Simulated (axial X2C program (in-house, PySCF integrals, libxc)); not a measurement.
## What spin–orbit coupling does to TaSi⁻

All values were computed with an axial X2C code built on PySCF integrals. Spin-free means the one-electron spin-free X2C Hamiltonian; two-component (2c) means X2C with spin–orbit coupling and atomic mean-field two-electron Coulomb and Gaunt terms, so the difference of the two also holds small scalar two-electron terms. Basis: Ta dyall-acv3z [14s15p10d7f4g], Si dyall-av3z [9s8p3d2f] (cores contracted in-house); Gaussian nuclei, density fitting, unrestricted open shells. Masses: Ta 180.948 u, Si 27.977 u.

Spin-free state: M_S = 1, Λ = 2 (beyond evenly filled blocks: σα, δ+α); fragments Ta + Si-.

```tsv
level	Re (Å)	ωe (cm⁻¹)	De (eV)	μ (D)
PBE0	2.277	409.3	3.118	-5.70
```

Dipoles are positive if Si is the positive end and refer to the centre of mass.

Two-component determinant lowest at the distance of the search:

Ω = 1 (⟨Sz⟩ = -0.96, ⟨Lz⟩ = 1.96 at PBE0); fragments Ta + Si-.

| level | Re (Å) | ωe (cm⁻¹) | μ (D) |
| --- | --- | --- | --- |
| PBE0 | 2.279 | 406.8 | -5.71 |

Task: From the two tables, how do the constants change at the PBE0 level (2c against spin-free)?

Result: At the PBE0 level Re rises by 0.002 Å and ωe drops by 2.5 cm⁻¹.

The state is a single determinant with fixed occupations, the lowest that a limited PBE0 search found. De is counted from the lowest determinant-based energies of the atoms at the same level, without counterpoise correction. De is not given where an atomic determinant may have missed its ground term or J level, or where the truncated virtual space spoils (T). Density functionals use the spin component along the axis (collinear). Other states lie close and PBE0, whose exact exchange favours high spin, may order them wrongly; the determinant shown need not be the ground state. The nearest other spin-free determinant of the search, M_S = 1, Λ = 3, lies 0.48 eV up at the distance of the search. The functionals have no current-density term, which raises determinants with orbital currents, atoms included. With several unpaired electrons one determinant need not be a pure state. The highest occupied level of some functionals is positive through self-interaction error; at Hartree–Fock it is bound. The determinant is spin-polarised beyond a pure state at some levels (its spin-free form has ⟨S²⟩ too high), which makes Re and μ there less reliable.
